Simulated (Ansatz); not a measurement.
Reaction (ligand exchange at the Sn–F bond): `F[CH2][SnH2][F]` + HBr → `F[CH2][SnH2][Br]` + H–F

Program: Ansatz. Geometries: PBE0-D4/def2-TZVP. ΔE: electronic, gas phase. CBS: MP2 limit from def2 TZ/QZ plus the TZ coupled-cluster correction, frozen cores. This one scheme is used for every species. DFT in def2-TZVPP. Elements past krypton have def2 core potentials. For Br, Sn outer-core shells are correlated without core-valence functions, which leaves a few kJ/mol of doubt a bond. Scalar relativity is left out up to krypton. One conformer a species, not always the lowest.

```
             level  ΔE (kcal/mol)  difference from CCSD(T)/CBS
           PBE0-D4          -13.2                         -0.1
          BHLYP-D4          -12.5                          0.6
           ωB97X-V          -10.2                          2.9
              PBE0          -12.4                          0.7
SCS-MP2/def2-TZVPP          -11.8                          1.3
   CCSD/def2-TZVPP          -11.9                          1.2
SCS-MP2/def2-QZVPP          -12.2                          0.9
      HF/CBS(def2)          -11.0                          2.1
     MP2/CBS(def2)          -14.9                         -1.8
    CCSD/CBS(def2)          -13.1                          0.0
       CCSD(T)/CBS          -13.1                            0
```

Largest T1 diagnostic among the species: 0.013.

At CCSD(T), def2-SVP lies +3.4 kcal/mol from the extrapolated value and def2-TZVPP +1.2 kcal/mol. Leaving LDA and LC-ωPBE aside and taking each functional with its dispersion term where it has one, the values, not all of them listed here, spread over 5.1 kcal/mol, from PBE-QIDH to B97M-V. LDA lies −1.5 kcal/mol from PBE without D4.
